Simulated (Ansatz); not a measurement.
`C[CH](Cl)[SnH3]`, relaxed with RKS PBE0-D4/def2-TZVP in Ansatz from a PBE-D4/def2-SVP geometry. The force threshold is 0.005 eV/Å; the program also tests the step.

The species carries charge 0 and has multiplicity 1. Sn takes the def2 core potential.

Start:

```xyz
11

C     0.050   -1.532    0.019
C    -0.337   -0.206    0.652
Cl   -2.151   -0.060    0.774
Sn    0.356    1.561   -0.459
H    -0.372   -2.387    0.589
H     1.155   -1.639    0.008
H    -0.313   -1.610   -1.026
H     0.034   -0.137    1.694
H     2.085    1.540   -0.591
H    -0.352    1.486   -2.031
H    -0.155    2.984    0.371
```

```csv
step,energy (eV),largest force (eV/Å),largest move (Å)
1,-20536.3280,0.495,0.000
2,-20536.3648,0.268,0.069
3,-20536.3725,0.154,0.021
4 (rejected),-20536.3716,0.165,0.026
5,-20536.3737,0.022,0.013
6,-20536.3737,0.002,0.005
```

End:

```xyz
11

C     0.050   -1.509    0.013
C    -0.343   -0.194    0.644
Cl   -2.131   -0.079    0.781
Sn    0.347    1.542   -0.454
H    -0.338   -2.354    0.589
H     1.141   -1.594   -0.022
H    -0.331   -1.595   -1.006
H     0.026   -0.131    1.668
H     2.055    1.490   -0.556
H    -0.330    1.467   -2.016
H    -0.146    2.957    0.358
```

It took 22 s on 4 threads of an Arm Neoverse V2 on a shared host, with 0.53 GiB of host memory at the peak.
